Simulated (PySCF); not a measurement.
SiOBr₂, SMILES O=[Si](Br)Br. Atoms are numbered in the order given.

```xyz
4

Si     0.0000     0.0000     0.8390
O      0.0000     0.0000     2.3841
Br     0.0000    -1.7943    -0.4403
Br     0.0000     1.7943    -0.4403
```
Charge 0, spin multiplicity 1.

Coordinates come from a PBE-D3(BJ)/def2-SVP optimisation.

These are PBE-D3(BJ)/def2-SVP (PySCF) values and carry that method's errors.

Frequencies are harmonic and unscaled.

```
mode  ν (cm⁻¹)  IR (km/mol)  moving atoms (share of kinetic energy)
----  --------  -----------  --------------------------------------
1          122          0.2                        Br 81 %, Si 12 %
2          215         15.1                         O 76 %, Br 23 %
3          243         21.3                         Si 71 %, O 25 %
4          347          9.7                Br 40 %, Si 35 %, O 25 %
5          501        198.4                        Si 82 %, Br 16 %
6         1187         74.1                         O 60 %, Si 40 %
```
